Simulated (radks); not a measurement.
All-electron atom: Nb+ in [Kr] 4d4. All-electron calculation, scalar-relativistic Kohn-Sham, PBEsol, spin-unpolarised, spherical densities, point nucleus. Program: a radial shooting solver on a logarithmic mesh with Libxc functionals.

Normalised radial functions P(r) = r R(r), r in bohr:

r              3p       4s
0.005608   0.0258   0.1357
0.007421   0.0424   0.1631
0.00974    0.0682   0.1894
0.01289    0.1097   0.2117
0.01692    0.1710   0.2218
0.02238    0.2633   0.2100
0.02938    0.3868   0.1653
0.03887    0.5476   0.0749
0.05102    0.7191  -0.0564
0.06751    0.8647  -0.2148
0.08861    0.8967  -0.3402
0.1172     0.7127  -0.3593
0.1539     0.2538  -0.2031
0.2036    -0.4599   0.1260
0.2694    -1.1911   0.4692
0.3536    -1.6044   0.5689
0.4679    -1.5270   0.2604
0.6142    -1.0677  -0.3377
0.8126    -0.5255  -0.9010
1.067     -0.1800  -1.0731
1.411     -0.0368  -0.8323
1.852     -0.0044  -0.4487
2.451     -0.0002  -0.1594
3.217     0.0000  -0.0372
4.257     0.0000  -0.0047
5.587     0.0000  -0.0003
7.393     0.0000  0.0000

3p: eigenvalue -352.90 eV, 1 radial node at r = 0.171 bohr, <r> = 0.446 bohr, 90 % of the charge inside 0.675 bohr. 4s: eigenvalue -64.751 eV, 3 radial nodes at r = 0.0458, 0.185, 0.531 bohr, <r> = 1.16 bohr, 90 % of the charge inside 1.69 bohr.
